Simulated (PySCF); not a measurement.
**Partial charges of `CS[SiH2]C1=C[SiH2][C@H]1F`**

C4H9FSSi2.
SMILES with atom numbers: `[CH3:1][S:2][SiH2:3][C:4]1=[CH:5][SiH2:6][C@H:7]1[F:8]` (hydrogens: H9, H10, H11 on C1; H12, H13 on Si3; H14 on C5; H15, H16 on Si6; H17 on C7)

Structure used (GFN2-xTB), in Å, numbered top down from 1:
```
atom  x, y, z in Å
C1     2.7312    0.1936    0.8886
S2     2.3162   -1.4588    0.2465
Si3    0.7865   -0.9364   -1.1818
C4    -0.5979   -0.0810   -0.2438
C5    -0.7733    1.2052    0.1112
Si6   -2.4615    0.9593    0.9237
C7    -1.8106   -0.7784    0.3388
F8    -2.5572   -1.4466   -0.6197
H9     3.4710    0.0509    1.6688
H10    3.1466    0.8005    0.0897
H11    1.8403    0.6595    1.2997
H12    1.3768   -0.0013   -2.1396
H13    0.3822   -2.2142   -1.7356
H14   -0.0926    2.0184   -0.0886
H15   -2.5914    1.1457    2.3671
H16   -3.6161    1.4279    0.1684
H17   -1.5570   -1.5322    1.0899
```

Density: PBE0/pcSseg-1 (PySCF); schemes: Mulliken, IAO, Hirshfeld and ESP-fitted. Geometry: GFN2-xTB, one conformer, isolated molecule.

Task: Do the Mulliken, IAO, Hirshfeld and ESP-fitted schemes agree on where the charge is lowest?

Result: The schemes don't all agree: Mulliken C4 (-0.419); IAO C1 (-0.498); Hirshfeld F8 (-0.133); ESP-fitted C1 (-0.403).

Task: Do the Mulliken, IAO, Hirshfeld and ESP-fitted schemes agree on where the charge is highest?

Result: The schemes don't all agree: Mulliken Si3 (+0.672); IAO Si6 (+0.730); Hirshfeld Si6 (+0.346); ESP-fitted Si6 (+0.480).

Task: Give the atomic charges in each scheme.

Result: In e:

| atom | environment | Mulliken | IAO | Hirshfeld | ESP-fitted |
| --- | --- | --- | --- | --- | --- |
| C1 | S-methyl carbon | -0.404 | -0.498 | -0.118 | -0.403 |
| S2 | sulfur bonded to C and Si | -0.305 | -0.177 | -0.104 | -0.263 |
| Si3 | SiH2 silicon | +0.672 | +0.678 | +0.314 | +0.261 |
| C4 | fully substituted alkene carbon | -0.419 | -0.271 | -0.093 | +0.066 |
| C5 | alkene CH carbon | -0.314 | -0.391 | -0.124 | -0.398 |
| Si6 | SiH2 silicon | +0.664 | +0.730 | +0.346 | +0.480 |
| C7 | sp3 C–F carbon | +0.006 | -0.074 | -0.031 | -0.053 |
| F8 | alkyl fluorine | -0.336 | -0.328 | -0.133 | -0.227 |
| H9 | methyl hydrogen | +0.161 | +0.172 | +0.053 | +0.207 |
| H10 | methyl hydrogen | +0.152 | +0.154 | +0.044 | +0.153 |
| H11 | methyl hydrogen | +0.162 | +0.153 | +0.037 | +0.132 |
| H12 | Si–H hydrogen | -0.061 | -0.122 | -0.075 | -0.047 |
| H13 | Si–H hydrogen | -0.047 | -0.093 | -0.061 | +0.005 |
| H14 | vinylic hydrogen | +0.090 | +0.148 | +0.043 | +0.172 |
| H15 | Si–H hydrogen | -0.084 | -0.119 | -0.071 | -0.104 |
| H16 | Si–H hydrogen | -0.064 | -0.105 | -0.063 | -0.079 |
| H17 | methine hydrogen | +0.129 | +0.143 | +0.036 | +0.097 |

Mean size of the charges over all atoms: IAO 0.256 e, Mulliken 0.239 e, ESP-fitted 0.185 e, Hirshfeld 0.103 e. Each set sums to the total charge, 0, to within 0.001 e. The Hirshfeld scheme weights the molecular density at each point by an atom's share of the summed free-atom densities.

Task: Sum the charges by element, for elements with more than one atom.

Result: 
| element | atoms | Mulliken | IAO | Hirshfeld | ESP-fitted |
| --- | --- | --- | --- | --- | --- |
| C | 4 | -1.131 | -1.234 | -0.367 | -0.788 |
| Si | 2 | +1.336 | +1.408 | +0.659 | +0.741 |
| H | 9 | +0.436 | +0.330 | -0.056 | +0.536 |

Task: How closely do the schemes follow one another over all atoms?

Result: Correlation coefficient and root-mean-square difference: Mulliken with IAO 0.98, 0.067 e; IAO with Hirshfeld 0.97, 0.194 e; Mulliken with Hirshfeld 0.96, 0.186 e; IAO with ESP-fitted 0.90, 0.153 e; Mulliken with ESP-fitted 0.85, 0.167 e; Hirshfeld with ESP-fitted 0.85, 0.134 e.
